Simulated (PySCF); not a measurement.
4-isopropylphenol, C9H12O.
Z-matrix (Å and degrees, PBE0-D3(BJ)/def2-SVP geometry), rows numbered from 1:
```
C 
C   1  1.5284
C   2  1.5284  1  111.33
C   2  1.5145  1  111.79  3  -125.82
C   4  1.3991  2  121.51  1    62.84
C   5  1.3920  4  121.60  2  -179.99
C   6  1.3984  5  120.15  4    -0.00
O   7  1.3511  6  122.79  5   180.00
C   7  1.3968  6  119.09  5    -0.00
C   9  1.3910  7  119.97  6     0.00
H   1  1.1016  2  110.98  3   -57.99
H   1  1.1002  2  111.24  3  -178.53
H   1  1.1020  2  111.16  3    61.59
H   2  1.1037  1  107.50  3   117.50
H   3  1.1016  2  110.98  1    57.97
H   3  1.1002  2  111.23  1   178.52
H   3  1.1020  2  111.16  1   -61.61
H   5  1.0935  4  119.86  2     0.01
H   6  1.0949  5  120.07  4   180.00
H   8  0.9627  7  109.09  6    -0.01
H   9  1.0917  7  118.72  6  -180.00
H  10  1.0940  4  119.12  2    -0.01
```

Computed, not measured: PBE0-D3(BJ)/def2-SVP geometry optimisation, gas phase (PySCF).

Take the most abundant isotopes and a rigid rotor. The values belong to one conformer with, in the numbering `[CH3:1][CH:2]([CH3:3])[c:4]1[cH:5][cH:6][c:7]([OH:8])[cH:9][cH:10]1`, C1–C2–C4–C5 63°, C6–C7–O8–H 0°.

**Question.** Give the principal moments of inertia and the rotational constants in cm⁻¹.

**Answer.** Ia = 152.45, Ib = 691.13, Ic = 734.59 u·Å²; 505379 MHz·u·Å²/I gives 3315, 731.2 and 688.0 MHz, that is A = 0.11058, B = 0.02439, C = 0.02295 cm⁻¹.

**Question.** Classify the top.

**Answer.** A near-prolate asymmetric top: κ = (2 × 731.2 − 3315 − 688.0)/(3315 − 688.0) = -0.97.

**Question.** What does the inertial defect say?

**Answer.** Not planar: Δ = Ic − Ia − Ib = -108.99 u·Å². For a rigid frame Δ = −2 Σ m c², so Σ m c² = 54.50 u·Å² lies off the ab plane: 16.27 from hydrogen and 38.22 from heavier atoms. The atom farthest from that plane is 2.17 Å away.

**Question.** Give the other two planar moments, Paa and Pbb, and the rms extents of the mass along the axes.

**Answer.** Paa = Σ m a² = (Ib + Ic − Ia)/2 = 636.64 and Pbb = Σ m b² = (Ia + Ic − Ib)/2 = 97.95 u·Å². With the mass M = 136.09 u, the rms extents √(P/M) along a, b and c are 2.16, 0.85, 0.63 Å.

**Question.** Give the coordinates in the principal-axis frame, origin at the centre of mass.

**Answer.** The sense of each axis is arbitrary; atoms in the order of the calculation.
```tsv
atom	mass (u)	a (Å)	b (Å)	c (Å)
C1	12.000	-2.825	-0.215	1.263
C2	12.000	-2.193	0.369	-0.001
C3	12.000	-2.825	-0.220	-1.261
C4	12.000	-0.687	0.210	-0.001
C5	12.000	-0.084	-1.053	0.001
C6	12.000	1.300	-1.200	0.001
C7	12.000	2.126	-0.073	0.000
O8	15.995	3.475	-0.154	0.000
C9	12.000	1.544	1.197	-0.001
C10	12.000	0.159	1.325	-0.002
H11	1.008	-3.911	-0.032	1.280
H12	1.008	-2.387	0.229	2.169
H13	1.008	-2.671	-1.304	1.317
H14	1.008	-2.396	1.454	-0.003
H15	1.008	-3.912	-0.038	-1.280
H16	1.008	-2.387	0.221	-2.170
H17	1.008	-2.671	-1.310	-1.312
H18	1.008	-0.706	-1.952	0.002
H19	1.008	1.744	-2.201	0.002
H20	1.008	3.735	-1.081	0.002
H21	1.008	2.195	2.073	-0.002
H22	1.008	-0.281	2.327	-0.003
```

**Question.** Predict some low-J microwave lines.

**Answer.** The dipole components are |μa| = 0.21 D, |μb| = 1.31 D, |μc| = 0.00 D; the mirror of this Cs structure is the ab plane, so μc vanishes by symmetry and there are no c-type lines. Intensities carry the squares of the components, which stand as 0.03 : 1.00 (a : b). Some lines, for components of 0.1 D or more:

| type | branch | J(Ka,Kc) | MHz | lower level (cm⁻¹) |
| --- | --- | --- | --- | --- |
| a | Q | 4(1,3) ← 4(1,4) | 433 | 0.553 |
| b | Q | 2(1,1) ← 2(0,2) | 2671 | 0.142 |
| a | R | 2(1,2) ← 1(1,1) | 2795 | 0.134 |
| a | R | 2(0,2) ← 1(0,1) | 2838 | 0.047 |
| a | R | 2(1,1) ← 1(1,0) | 2882 | 0.135 |
| a | R | 3(1,3) ← 2(1,2) | 4192 | 0.227 |
| a | R | 3(0,3) ← 2(0,2) | 4255 | 0.142 |
| b | R | 2(1,2) ← 1(0,1) | 5379 | 0.047 |
| a | R | 4(0,4) ← 3(0,3) | 5671 | 0.284 |
| a | R | 4(2,3) ← 3(2,2) | 5676 | 0.632 |
| a | R | 4(3,1) ← 3(3,0) | 5678 | 1.066 |
| a | R | 4(1,3) ← 3(1,2) | 5762 | 0.375 |
| b | Q | 2(2,0) ← 2(1,1) | 7752 | 0.231 |
| b | Q | 2(2,1) ← 2(1,2) | 7881 | 0.227 |
| b | R | 2(2,1) ← 1(1,0) | 10633 | 0.135 |
| b | R | 3(2,2) ← 2(1,1) | 12009 | 0.231 |
| b | R | 4(2,3) ← 3(1,2) | 13363 | 0.375 |
| b | R | 3(3,1) ← 2(2,0) | 17285 | 0.490 |
| b | R | 3(3,0) ← 2(2,1) | 17285 | 0.490 |
| b | R | 4(3,1) ← 3(2,2) | 18706 | 0.632 |
| b | R | 4(4,1) ← 3(3,0) | 23915 | 1.066 |
| b | R | 4(4,0) ← 3(3,1) | 23915 | 1.066 |

**Question.** Estimate the classical rotational partition function at 25 K, 298.15 K and 500 K.

**Answer.** Point group Cs, symmetry number σ = 1; q = (√π/σ)·√((kT/h)³/(ABC)), k/h = 20836.6 MHz/K: 16300 at 25 K, 672000 at 298.15 K, 1460000 at 500 K.

No frequency check. Constants of a rigid frame at the computed geometry: no zero-point averaging, no centrifugal distortion. A rigid rotor knows nothing of internal rotation, which can split or shift real lines.

The run took 73 s on AMD EPYC 9R14, one thread, shared host with 96 logical CPUs at a one-minute load of 15, and the process peaked at 0.99 GiB of memory. That covers the optimisation of the geometry.
